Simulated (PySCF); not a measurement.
First SCF of a structure search on multiplicity-16 [Cr3S]+, at a hand-made T-shaped geometry. PySCF input:

```python
from pyscf import gto, scf, dft
mol = gto.M(atom='''
S      0.000000     0.000000     0.000000
Cr     0.000000     0.000000     2.205000
Cr     2.203700     0.000000     0.077000
Cr    -2.203700     0.000000     0.077000''',
    basis={'S': 'def2-SVP', 'Cr': 'def2-SVP'},
    charge=1, spin=15)
mf = dft.UKS(mol, xc='PBE')
mf.grids.atom_grid = (50, 194)
aux = {'S': 'def2-universal-JKFIT', 'Cr': 'def2-universal-JKFIT'}
mf = mf.density_fit(auxbasis=aux)
mf.conv_tol = 1e-08
mf.diis_space = 10
mf.max_cycle = 60
mf.init_guess = 'minao'
mf.verbose = 4
mf.kernel()
```

Excerpt of the output (cycles alone):

```
init E= -3529.89707623875
cycle= 1 E= -3529.06613392004  delta_E= 0.831  |g|= 1.21  |ddm|= 3.52
cycle= 2 E= -3521.1270250062  delta_E= 7.94  |g|=  2.9  |ddm|= 10.1
cycle= 3 E= -3528.44982309771  delta_E= -7.32  |g|= 1.57  |ddm|= 9.67
cycle= 4 E= -3529.86693374956  delta_E= -1.42  |g|= 0.419  |ddm|= 1.84
cycle= 5 E= -3529.91495639551  delta_E= -0.048  |g|= 0.367  |ddm|= 1.26
cycle= 6 E= -3529.99430273558  delta_E= -0.0793  |g|= 0.104  |ddm|= 0.681
cycle= 7 E= -3530.0005466267  delta_E= -0.00624  |g|= 0.034  |ddm|= 0.229
cycle= 8 E= -3530.00133400046  delta_E= -0.000787  |g|= 0.00767  |ddm|= 0.0614
cycle= 9 E= -3530.00137276535  delta_E= -3.88e-05  |g|= 0.003  |ddm|= 0.0174
cycle= 10 E= -3530.00137752355  delta_E= -4.76e-06  |g|= 0.000717  |ddm|= 0.00354
cycle= 11 E= -3530.00137796356  delta_E= -4.4e-07  |g|= 0.000116  |ddm|= 0.00167
cycle= 12 E= -3530.00137797096  delta_E= -7.41e-09  |g|= 1.92e-05  |ddm|= 0.000218
Extra cycle  E= -3530.00137796725  delta_E= 3.71e-09  |g|= 7.43e-05  |ddm|= 0.000179
converged SCF energy = -3530.00137796725  <S^2> = 63.791695  2S+1 = 16.005211
```

No lower solution of this spin was found from smeared starts or by a stability analysis within the unrestricted form.

With open d or f shells other occupations or spin states may lie lower.

The search for the lowest solution, 3 starts and the stability check together, took 44 s on 2 threads of a shared Intel Xeon Platinum 8488C (Sapphire Rapids) host, with 111 basis functions. Launch command: `OMP_NUM_THREADS=2 python axn.py task.json out`.
